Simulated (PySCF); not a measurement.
## Worked example: entropy of an ideal gas

Ta(S)(F)(OH)2 (FH₂O₂STa), SMILES [Ta]([OH])([OH])([F])=[S], multiplicity 1.

The structure is a stationary point at PBE-D3(BJ)/def2-SVP. The spin state was assumed, not searched. The def2 effective core potentials stand for the cores of Ta; spin–orbit coupling is left out. One conformer was computed; it need not be the lowest.

PySCF with PBE-D3(BJ)/def2-SVP gives the harmonic wavenumbers 157, 158, 179, 182, 197, 319, 327, 469, 481, 524, 668, 716, 716, 3778, 3782 cm⁻¹ and the rotational temperatures 0.1355, 0.0957, 0.0938 K. The molar mass is 266.02 g/mol, the symmetry number 1, the spin multiplicity 1.

**Question.** Work out the entropy at 298.15 K and 1 atm in the rigid-rotor, harmonic-oscillator model.

**Answer.** 
Translation (Sackur–Tetrode at 1 atm): S = R[1.5 ln M + 2.5 ln T − 1.16487] = 178.4 J/(mol K).
Rotation: q = (√π/σ) T^1.5/√(θA θB θC) = 262000, S = R[ln q + 3/2] = 116.2 J/(mol K).
Vibration: with u = 1.4388 ν/T, each mode gives R[u/(e^u − 1) − ln(1 − e^−u)]:
```json
[
 {"ν (cm⁻¹)": "157", "modes": "1", "u": "0.76", "S (J/(mol K))": "10.82"},
 {"ν (cm⁻¹)": "158", "modes": "1", "u": "0.76", "S (J/(mol K))": "10.77"},
 {"ν (cm⁻¹)": "179", "modes": "1", "u": "0.86", "S (J/(mol K))": "9.79"},
 {"ν (cm⁻¹)": "182", "modes": "1", "u": "0.88", "S (J/(mol K))": "9.66"},
 {"ν (cm⁻¹)": "197", "modes": "1", "u": "0.95", "S (J/(mol K))": "9.04"},
 {"ν (cm⁻¹)": "319", "modes": "1", "u": "1.54", "S (J/(mol K))": "5.50"},
 {"ν (cm⁻¹)": "327", "modes": "1", "u": "1.58", "S (J/(mol K))": "5.33"},
 {"ν (cm⁻¹)": "469", "modes": "1", "u": "2.26", "S (J/(mol K))": "3.10"},
 {"ν (cm⁻¹)": "481", "modes": "1", "u": "2.32", "S (J/(mol K))": "2.96"},
 {"ν (cm⁻¹)": "524", "modes": "1", "u": "2.53", "S (J/(mol K))": "2.51"},
 {"ν (cm⁻¹)": "668", "modes": "1", "u": "3.22", "S (J/(mol K))": "1.45"},
 {"ν (cm⁻¹)": "716", "modes": "2", "u": "3.46", "S (J/(mol K))": "2.41"}
]
```
The stiffer modes add less than 0.005 each. Sum 73.3 J/(mol K).
Spin: R ln 1 = 0.0 J/(mol K).
Total 367.9 J/(mol K); the program's own thermochemistry gives 367.9. Translation makes up 48 % and vibration 20 %. Anharmonicity, hindered rotation and orbital degeneracy are left out.
